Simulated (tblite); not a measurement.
C7H7Cl (charge -1 and doublet state).
SMILES: `C[C@@]12[CH-][CH][C@@H]1C=C2Cl`

Level: GFN2-xTB in tblite, geometry and Hessian alike; calculated harmonic values, unscaled, isolated species. This tight-binding method is rough: wavenumbers can miss measured ones by several per cent, in bad cases by 10 to 20. Open shells enter through the occupations alone, without spin polarisation, and single modes of such species can be off by tens of per cent.

Harmonic wavenumbers (cm⁻¹): 110.6, 140.6, 164.2, 255.1, 279.7, 305.6, 375.6, 448.6, 484.1, 543.4, 643.5, 672.2, 710.6, 757.2, 879.2, 904.4, 941.8, 995.0, 1007.2, 1059.0, 1077.9, 1104.3, 1140.5, 1158.0, 1181.7, 1226.0, 1293.3, 1380.4, 1400.8, 1500.4, 1502.1, 1525.8, 2850.5, 2974.8, 2984.7, 2986.1, 2996.7, 3033.5, 3045.2.

A = 2766, B = 1464, C = 1284 MHz; mass 126.024 u (most abundant isotopes); point group C1, symmetry number 1; spin multiplicity 2.

**Question.** Zero-point energy?

**Answer.** ½Σν̃ = 24020 cm⁻¹ = 68.68 kcal/mol.

**Question.** What is S at 350 K and 1 bar for an ideal gas of classical rigid rotors and harmonic oscillators?

**Answer.** Translation 41.23, rotation 28.99, vibration 22.85, spin (R ln 2) 1.38: S = 94.4 cal/(mol K).

**Question.** And Cp and H(350 K) − H(0)?

**Answer.** Cp = 36.53 cal/(mol K), of which vibrations give 28.58 (their classical limit is 39 R = 77.5); H(350 K) − H(0) = 7.44 kcal/mol without the zero-point energy, 4.66 from vibrations.

**Question.** Blend soft modes into free rotors: weight 1/[1 + (100 cm⁻¹/ν̃)⁴] for the oscillator and the rest for a rotor with moment μB/(μ + B), μ = h/(8π²ν), B = 10⁻⁴⁴ kg m². What vibrational entropy results?

**Answer.** 22.48 cal/(mol K) in place of 22.85, which changes −T·S at 350 K by +0.13 kcal/mol.

**Question.** What must be added to the electronic energy to get the Gibbs energy at 350 K and 1 bar?

**Answer.** ZPE + [H(350 K) − H(0)] − T·S = 68.68 + 7.44 − 33.06 = 43.06 kcal/mol.

Hindered rotation and anharmonicity are outside this model. The structure is chiral; the term R ln 2 for an equal mix with its mirror image is left out.
